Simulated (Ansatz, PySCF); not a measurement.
Dimer: H2 (SMILES [H][H]) (first 2 atoms) with Si2H6 (SMILES [SiH3][SiH3]); geometry from B3LYP-D3(BJ)/def2-TZVP.
(charge 0, multiplicity 1):
| atom | x (Å) | y (Å) | z (Å) |
|---|---|---|---|
| H | 0.5567 | -0.7627 | 0.0531 |
| H | -0.0982 | -0.5764 | -0.2471 |
| Si | 1.0168 | -0.1338 | 3.6817 |
| Si | -1.1315 | 0.4676 | 2.9615 |
| H | 1.8150 | -0.6739 | 2.5545 |
| H | 0.9308 | -1.1710 | 4.7386 |
| H | 1.7213 | 1.0484 | 4.2351 |
| H | -1.0531 | 1.5122 | 1.9121 |
| H | -1.9160 | 1.0004 | 4.1024 |
| H | -1.8414 | -0.7107 | 2.4080 |

Basis-set superposition error: the interaction energy with monomers in their own basis, and in the dimer's basis (counterpoise).

Run with Ansatz (an electronic-structure program) with Gaussian orbitals; PySCF for 6-31G* rows. Each number belongs to the level named beside it.

```tsv
level	uncorrected (kcal/mol)	counterpoise (kcal/mol)	difference
HF/6-31G*	0.34	0.47	0.13
HF/aug-cc-pV(Q+d)Z	0.40	0.40	0.00
PBE/def2-TZVPPD	-0.21	-0.19	0.02
revPBE/def2-TZVPPD	0.48	0.50	0.02
B3LYP/def2-TZVPPD	0.34	0.36	0.02
wB97X-V/def2-TZVPPD	-0.54	-0.52	0.02
B2PLYP/def2-TZVPPD	0.02	0.07	0.04
MP2/6-31G*	0.03	0.28	0.25
MP2/aug-cc-pV(D+d)Z	-0.73	-0.28	0.45
CCSD/aug-cc-pV(D+d)Z	-0.70	-0.26	0.44
```

The error is largest for MP2/aug-cc-pV(D+d)Z (0.45 kcal/mol) and smallest for HF/aug-cc-pV(Q+d)Z (0.00 kcal/mol).
